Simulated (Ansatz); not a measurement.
Frontier orbitals of C2H10Al2O2 (`C[O+]1[AlH2-][O+](C)[AlH2-]1`).

Cartesian coordinates in Å:
```
C 2.4715 0.6597 -0.3299
O 1.0662 0.5111 -0.2214
Al -0.0526 -0.4614 -1.3203
O -1.0660 -0.5112 0.2212
C -2.4713 -0.6598 0.3295
Al 0.0528 0.4615 1.3201
H 2.9363 0.5437 0.6520
H 2.8779 -0.1051 -0.9961
H 2.7106 1.6484 -0.7270
H 0.6686 -1.8257 -1.6964
H -0.8319 0.3907 -2.4109
H -2.8714 0.0729 1.0342
H -2.7122 -1.6655 0.6799
H -2.9407 -0.4945 -0.6431
H 0.8310 -0.3900 2.4119
H -0.6688 1.8254 1.6961
```

Total charge 0; spin multiplicity 1. All single points use the PBE0-D4/def2-TZVP geometry. Basis def2-TZVPP, Ansatz 0.2.0.

| functional | HOMO (eV) | LUMO (eV) | gap (eV) |
| --- | --- | --- | --- |
| PBE | -6.35 | -1.19 | 5.16 |
| revPBE | -6.33 | -1.04 | 5.29 |
| PBE0 | -7.65 | -0.40 | 7.25 |
| B3LYP | -7.47 | -0.60 | 6.87 |
| ωB97X-V | -10.08 | 1.45 | 11.53 |
| ωB97M-V | -9.88 | 1.10 | 10.98 |

A quarter of exact exchange (PBE0) shifts PBE's HOMO by −1.29 eV and its LUMO by +0.79 eV; full exchange at long range (ωB97M-V) shifts them by −3.53 and +2.30 eV. The gap opens from 5.16 to 10.99 eV, since occupied levels lose self-interaction and empty ones feel all the electrons. A positive LUMO is unbound and depends on the basis.

B3LYP here is the variant with VWN-RPA as its local correlation; programs differ in this.
